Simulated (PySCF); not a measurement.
A structure optimised at PBE-D3(BJ)/def2-SVP, used in a PySCF frequency run:

```
Ge
H 1 1.5480
H 1 1.5480 2 110.86
H 1 1.5525 2 110.79 3 -123.44
Te 1 2.5903 2 109.47 3 120.87
Br 5 2.5540 1 93.06 2 -60.85
```

### Question
Write its SMILES, formula and point group.

### Answer
[GeH3][Te]Br, BrGeH₃Te, Cs

### Question
What are its rotational constants (standard atomic weights)?

### Answer
2.2319, 0.91717, 0.65557 GHz
